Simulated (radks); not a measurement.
Task: The sulfur ion S+, [Ne] 3s2 3p3. Method: non-relativistic Kohn-Sham, exchange-only LDA, spin-polarised, spherical densities, point nucleus; computed with a radial shooting solver on a logarithmic mesh with Libxc functionals. Every spin shell is full or empty, so the densities are truly spherical. Functionals are evaluated on that one density, not self-consistently. Rank these exchange functionals by their error against the exact value of the orbitals, and give that value: LDA, B88, PBE, revPBE, PW91, OPTX, WC, B86b, revTPSS, SCAN, TASK.

Result: Exact: -24.6816 hartree. From best to worst, with 100 (|E| - |E exact|)/|E exact| (equal figures are ties): B88 +0.01, OPTX +0.05, B86b +0.10, PW91 -0.11, revPBE -0.11, SCAN +0.29, revTPSS -0.45, PBE -0.53, WC -1.58, TASK -2.97, LDA -7.95.
